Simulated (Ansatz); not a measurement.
CH7FSiSn (`C[SiH](F)[SnH3]`), relaxed with RKS PBE0-D4/def2-TZVP in Ansatz from a PBE-D4/def2-SVP geometry. The force threshold is 0.005 eV/Å; the program also tests the step.

The species carries charge 0 and has multiplicity 1. Sn takes the def2 core potential.

Start:

```xyz
11

C    -0.422    1.766   -0.231
Si   -0.554    0.160    0.734
F    -2.129   -0.337    0.734
Sn    0.850   -1.734   -0.332
H    -0.721    1.626   -1.289
H    -1.070    2.546    0.218
H     0.625    2.133   -0.213
H    -0.162    0.382    2.173
H     0.349   -2.017   -1.963
H     0.705   -3.221    0.538
H     2.528   -1.305   -0.369
```

Question: How much energy does the relaxation release, and in how many steps? (An estimate is asked.)

Answer: The calculation gave: 5.50 kJ/mol, in 9 steps, 1 of them rejected.

Question: Which bonds change most? (Estimate.)

Answer: Computed: Si2–F3 from 1.651 to 1.610 Å; Sn4–H11 from 1.732 to 1.711 Å; Sn4–H9 from 1.730 to 1.709 Å; Sn4–H10 from 1.728 to 1.707 Å.

Question: Give the relaxed structure. (An estimate is asked.)

Answer: Computed: 
```xyz
11

C    -0.431    1.750   -0.233
Si   -0.549    0.160    0.722
F    -2.088   -0.312    0.755
Sn    0.843   -1.726   -0.333
H    -0.744    1.616   -1.270
H    -1.058    2.521    0.223
H     0.603    2.108   -0.233
H    -0.138    0.378    2.137
H     0.389   -1.990   -1.959
H     0.670   -3.197    0.515
H     2.502   -1.307   -0.323
```
